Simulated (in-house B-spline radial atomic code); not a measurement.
**Ionising Bi⁺ with different functionals**

Computed with a radial B-spline atomic code at the basis-set limit: four-component Dirac-Coulomb Hamiltonian, Fermi nucleus of rms radius 5.5211 fm, spin-restricted, spherical fractional occupations for the functionals. The ionisation energy is the difference of two self-consistent energies, [Xe] 4f14 5d10 6s2 6p2 → [Xe] 4f14 5d10 6s2 6p1, without Breit or QED terms; ε is the level of the shell that loses the electron (mean over j). The electron is taken from both j subshells in proportion to 2j + 1, so the result is a j average, not the step between ground levels.

Hybrids are left out here: with spherical fractional occupations of an open shell their exact exchange keeps a self-interaction that integer-occupation calculations don't have.

| method | rung | ΔSCF (eV) | -ε(6p) (eV) |
| --- | --- | --- | --- |
| LDA VWN5 | LDA | ? | ? |
| relativistic LDA | LDA | 15.73 | 11.86 |
| LDA PW92 | LDA | ? | ? |
| LDA exchange-only | LDA | 14.58 | 10.75 |
| PBE | GGA | 15.43 | 11.60 |
| PBEsol | GGA | 15.47 | 11.64 |
| BLYP | GGA | 15.40 | 11.53 |
| RPBE | GGA | 15.31 | 11.50 |
| PW91 | GGA | 15.50 | 11.66 |
| BP86 | GGA | 15.61 | 11.77 |
| AM05 | GGA | 15.42 | 11.59 |
| OLYP | GGA | 15.15 | 11.33 |

Problem. What does LDA VWN5 give?

Solution. ΔSCF 15.74 eV, and -ε(6p) = 11.87 eV.

Problem. What does LDA PW92 give?

Solution. ΔSCF 15.74 eV, and -ε(6p) = 11.87 eV.

Problem. How do they compare with the NIST value?

Solution. NIST lists 16.703 eV ± 0.004 (measured, ground level to ground level). Errors run from -2.13 to -0.96 eV. The correlated functionals all miss on the same side by more than they spread, so the cause is common to them (Breit-QED terms, spin polarisation, the choice among j levels, multiplet and fine-structure energies, or a listed next ion that isn't the cheapest removal here) and closeness doesn't rank the functionals.
